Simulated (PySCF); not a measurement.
Level of theory: PBE-D3(BJ)/def2-TZVP // B3LYP-D3(BJ)/def2-TZVP (PySCF 2.14.0). Gas-phase values, no solvent. Excitations are Tamm–Dancoff values on a coarser integration grid. The basis has no diffuse functions, so Rydberg states are missing or too high.

Reference species (SMILES): `C#CN[SiH3]` (neutral, multiplicity 1).

| Property | Value |
|---|---|
| T1 excitation (TDA) | 4.43 eV |
| HOMO–LUMO gap | 4.54 eV |

Changed species: `[SiH3]CC#N`.

Task: Predict the effect on the T1 excitation (TDA) and HOMO–LUMO gap.

Result: the T1 excitation (TDA) rises by 1.85 eV, to 6.28 eV; the HOMO–LUMO gap rises by 2.30 eV, to 6.84 eV.
